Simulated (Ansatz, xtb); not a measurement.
# Relative energy of two isomers of C3H5FO2S

Structure a is `O=[S@@]1CC[C@@H](F)O1`, a singlet and structure b is `O=S1(=O)CC(F)C1`, a singlet. Both are isolated molecules in the gas phase, relaxed with B3LYP/def2-SVP; the shapes shown needn't be the lowest conformers.

a (Å):

```yaml
atoms:
  - { symbol: C, position_ang: [-1.3247, 0.4072, -0.2993] }
  - { symbol: C, position_ang: [-0.3551, 0.8775, -1.3764] }
  - { symbol: C, position_ang: [-0.0295, 2.3120, -0.9786] }
  - { symbol: F, position_ang: [-1.0747, 3.1310, -1.3608] }
  - { symbol: O, position_ang: [0.5995, 0.0481, 1.5137] }
  - { symbol: O, position_ang: [0.1010, 2.3654, 0.4088] }
  - { symbol: S, position_ang: [-0.5186, 0.9925, 1.2695] }
  - { symbol: H, position_ang: [-1.4362, -0.6811, -0.2080] }
  - { symbol: H, position_ang: [-2.3071, 0.8970, -0.3764] }
  - { symbol: H, position_ang: [0.5614, 0.2690, -1.3503] }
  - { symbol: H, position_ang: [-0.7833, 0.8405, -2.3883] }
  - { symbol: H, position_ang: [0.8884, 2.7195, -1.4332] }
```

b (Å):

```yaml
atoms:
  - { symbol: C, position_ang: [-0.5837, 0.3996, 0.8967] }
  - { symbol: C, position_ang: [0.3244, 0.1035, -0.3209] }
  - { symbol: C, position_ang: [-0.5393, 0.7366, -1.4379] }
  - { symbol: F, position_ang: [1.5471, 0.7215, -0.2083] }
  - { symbol: O, position_ang: [-2.9783, 0.0968, -0.3844] }
  - { symbol: O, position_ang: [-2.1436, 2.4885, -0.0233] }
  - { symbol: S, position_ang: [-1.8887, 1.0626, -0.2245] }
  - { symbol: H, position_ang: [-0.1747, 1.1920, 1.5380] }
  - { symbol: H, position_ang: [-0.9327, -0.4608, 1.4815] }
  - { symbol: H, position_ang: [0.4956, -0.9734, -0.4730] }
  - { symbol: H, position_ang: [-0.8617, 0.0786, -2.2547] }
  - { symbol: H, position_ang: [-0.1110, 1.6758, -1.8133] }
```

Problem. Which of the two would you expect CCSD(T)/def2-SVP + ΔMP2/def2-TZVPP electronic energies to favour?

Solution. Structure a; the calculation gives E(b) − E(a) = +69.9 kJ/mol.

How the difference moves with the method:

```
                             level        geometry  E(b) − E(a) (kJ/mol)  departure from the last row (kJ/mol)  job, with rough time for the two
                          GFN2-xTB        GFN2-xTB                  +134.5                                 +64.6              optimisation, 0.36 s
                         HF/STO-3G        GFN2-xTB                  +613.4                                +543.5               single point, 0.4 s
                r2SCAN-D4/def2-SVP        GFN2-xTB                  +129.0                                 +59.1               single point, 2.7 s
                    B3LYP/def2-SVP  B3LYP/def2-SVP                  +141.6                                 +71.7                optimisation, 57 s
                       HF/def2-SVP  B3LYP/def2-SVP                  +143.7                                 +73.8           part of the CCSD(T) run
                      MP2/def2-SVP  B3LYP/def2-SVP                  +138.4                                 +68.5           part of the CCSD(T) run
                  CCSD(T)/def2-SVP  B3LYP/def2-SVP                  +150.9                                 +81.0                      single point
CCSD(T)/def2-SVP + ΔMP2/def2-TZVPP  B3LYP/def2-SVP                   +69.9                                                      single point, 36 s
```

As drawn, b has 1 O=S, 1 C–S in place of 1 C–O, 1 O–S. Structure a has a 5-membered ring, b a 4-membered ring.

The levels shown agree on the order. The largest departure from CCSD(T)/def2-SVP + ΔMP2/def2-TZVPP is that of HF/STO-3G, 543.5 kJ/mol. The last row adds to CCSD(T) the change of the MP2 difference between the two basis sets, here −81.0 kJ/mol, a large step that makes the value less sure.

With thermal terms from frequencies at re-optimised GFN2-xTB minima (ideal gas, soft modes damped towards free rotors, one conformer each, 298.15 K, 1 atm): on the last row, ΔE + ΔZPE = +67.7, ΔH = +68.1, ΔG = +67.6 kJ/mol.

The correlated steps freeze 11 core orbitals. Mirror images aren't counted in ΔG. Run with Ansatz 0.2.0, xtb 6.7.1; the last row on 2 threads of Intel(R) Xeon(R) 6975P-C (Granite Rapids) on a shared host.
